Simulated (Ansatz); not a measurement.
System: 2-methylpropane-1-selenol, C₄H₁₀Se, net charge 0, singlet state. 
Geometry from a B3LYP-D3(BJ)/def2-TZVP (Ansatz, a program for electronic structure) optimisation:
SMILES: CC(C)C[SeH]
```xyz
15

C     -1.4468     2.4066     0.5322
C     -1.0910     0.9876     0.0802
C     -1.9403    -0.0466     0.8189
C      0.4042     0.7538     0.2765
Se     0.9649    -1.0151    -0.4362
H     -2.5061     2.6113     0.3655
H     -1.2464     2.5367     1.5990
H     -0.8692     3.1559    -0.0125
H     -1.3038     0.9071    -0.9908
H     -1.7329    -0.0199     1.8920
H     -1.7451    -1.0614     0.4686
H     -3.0035     0.1543     0.6771
H      0.6646     0.7884     1.3342
H      0.9832     1.5048    -0.2562
H      2.3949    -0.6741    -0.4922
```

Quantity: vertical ionisation energy (to the doublet state of charge +1; each state is the SCF solution reached for its spin), in eV. Correlated levels leave the core frozen unless marked. Open shells are spin-unrestricted. No spin-orbit coupling. Frozen are the shells of the preceding noble gas and the d and f shells that filled before the atom's block. No relativistic terms. CBS(X,Y): correlation extrapolated as X^-3; Hartree-Fock from the larger set. The bracket is a focal-point correction in the basis named.

```json
[
 {"level": "PBE/def2-TZVPD", "program": "Ansatz", "vertical ionisation energy (eV)": "?"},
 {"level": "r2SCAN/def2-TZVPD", "program": "Ansatz", "vertical ionisation energy (eV)": "?"},
 {"level": "BHLYP/def2-TZVPD", "program": "Ansatz", "vertical ionisation energy (eV)": "8.57"},
 {"level": "CAM-B3LYP/def2-TZVPD", "program": "Ansatz", "vertical ionisation energy (eV)": "8.73"},
 {"level": "wB97M-V/def2-TZVPD", "program": "Ansatz", "vertical ionisation energy (eV)": "8.69"},
 {"level": "SCS-MP2/aug-cc-pVDZ", "program": "Ansatz", "vertical ionisation energy (eV)": "8.57"},
 {"level": "SCS-MP2/aug-cc-pVTZ", "program": "Ansatz", "vertical ionisation energy (eV)": "8.73"},
 {"level": "CCSD/aug-cc-pVTZ", "program": "Ansatz", "vertical ionisation energy (eV)": "?"},
 {"level": "RI-MP2/CBS(aug-cc-pVTZ,aug-cc-pVQZ)+[CCSD(T)-MP2]/aug-cc-pVTZ", "program": "Ansatz", "vertical ionisation energy (eV)": "?"}
]
```

Task: Fill in the missing entries.

Result: 
- PBE/def2-TZVPD, vertical ionisation energy (eV): 8.54
- r2SCAN/def2-TZVPD, vertical ionisation energy (eV): 8.59
- CCSD/aug-cc-pVTZ, vertical ionisation energy (eV): 8.66
- RI-MP2/CBS(aug-cc-pVTZ,aug-cc-pVQZ)+[CCSD(T)-MP2]/aug-cc-pVTZ, vertical ionisation energy (eV): 8.83
